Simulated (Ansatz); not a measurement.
`FC[SiH2][GaH2]` + CH₃SH → `CS[SiH2]CF` + `[GaH3]` at 600 K and 1 bar (cleavage of the Si–Ga bond).

Calculated with Ansatz (gas phase, PBE0-D4/def2-TZVP geometries, no zero-point term in ΔE). CCSD(T)/CBS adds triple-zeta CCSD(T) − MP2 to the extrapolated MP2 energy (def2 sets, frozen cores). This one scheme is used for every species. For Ga outer-core shells are correlated without core-valence functions, which leaves a few kJ/mol of doubt a bond. Scalar relativity is left out up to krypton. Each species was taken in one conformer, which may not be the lowest.

| species | CCSD(T)/CBS energy (Eh) | H − E (kJ/mol) | S (J/(mol·K)) |
| --- | --- | --- | --- |
| `FC[SiH2][GaH2]` | -2354.43792 | 220.7 | 448.3 |
| CH₃SH | -438.22835 | 152.3 | 296.8 |
| `CS[SiH2]CF` | -866.97507 | 294.7 | 471.0 |
| `[GaH3]` | -1925.70545 | 74.9 | 253.2 |

H − E and S are ideal-gas, rigid-rotor, harmonic terms from PBE0-D4/def2-TZVP, for one conformer and one mirror image of each species. 1 Eh = 2625.50 kJ/mol, R = 8.31446 J/(mol·K).

Q: By hand: ΔE, ΔH, ΔS and ΔG.

A: ΔE = (-866.97507) + (-1925.70545) − (-2354.43792) − (-438.22835) = -0.01425 Eh = -37.4 kJ/mol. Δ(H − E) = 294.7 + 74.9 − 220.7 − 152.3 = -3.4, so ΔH = -40.8 kJ/mol. ΔS = 471.0 + 253.2 − 448.3 − 296.8 = -20.9 J/(mol·K). ΔG = -40.8 − 600 × (-20.9)/1000 = -28.3 kJ/mol.

Q: By hand: the equilibrium constant, and the temperature at which ΔG would vanish if ΔH and ΔS stayed fixed.

A: log₁₀ K = −ΔG/(RT ln 10) = 2.5. ΔG = 0 at ΔH/ΔS = 1952 K.

ΔH outweighs TΔS. A doubt of 5 kJ/mol in ΔE shifts log₁₀ K by 0.4 here. Other conformers and mirror images would add mixing entropy, several J/(mol·K) or more a flexible species. Modes under 60 cm⁻¹, often nearly free rotors, make the harmonic entropy too high. These are equilibria of isolated gas molecules and say nothing of rates. Largest T1 diagnostic: 0.013 (customary marks: 0.02 for closed shells, 0.045 for open ones).
